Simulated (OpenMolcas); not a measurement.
4d along the 37-electron sequence

```json
{
 "Program": "OpenMolcas",
 "Method": "CASSCF",
 "Basis": "ANO-R3",
 "Scalar Hamiltonian": "X2C, finite nucleus",
 "Spin-orbit coupling": "state interaction with AMFI integrals over the reference wave functions, term energies averaged over their components"
}
```

Active space for each ion: 1 electron in 5 orbitals (4d).

Computed levels in cm-1 above 2D 3/2:

| Level | Zr3+ | Nb4+ | Mo5+ | Tc6+ | Ru7+ |
| --- | --- | --- | --- | --- | --- |
| 2D 5/2 | 1211 | 1782 | 2427 | 3143 | 4040 |
| weight of 2D in the lowest level (%) | 100 | 100 | 100 | 100 | 100 |

Measured, with the error of the calculation in %. Measured levels: Zr3+ from the list in Rauch et al., Astron. Astrophys. 599, A142 (2017); Nb4+ from Moore, Atomic Energy Levels, vol. II, NSRDS-NBS 35 (1971 reprint of NBS Circular 467, 1952); Mo5+ from Sugar and Musgrove, J. Phys. Chem. Ref. Data 17, 155 (1988).

```json
{"Level": "2D 5/2", "Zr3+": "1251 (-3.2)", "Nb4+": "1870 (-4.7)", "Mo5+": "2584 (-6.1)"}
```

The fine-structure level 2D 5/2 changes by a factor of 3.34 from Zr3+ to Ru7+. Its fourth root runs 5.90, 6.50, 7.02, 7.49, 7.97, with steps per unit of Z of 0.60, 0.52, 0.47, 0.49; equal steps would mean a (Z - σ)^4 law with constant σ.

With one active electron the reference holds no correlation, so core polarisation is missing. Computed and measured levels are paired by configuration, term and J; levels that our copy of the source lacks, or whose pairing is in doubt (as where it misses far off the trend of its configuration), stay unpaired and out of the deviations. Only configurations of the active space appear.
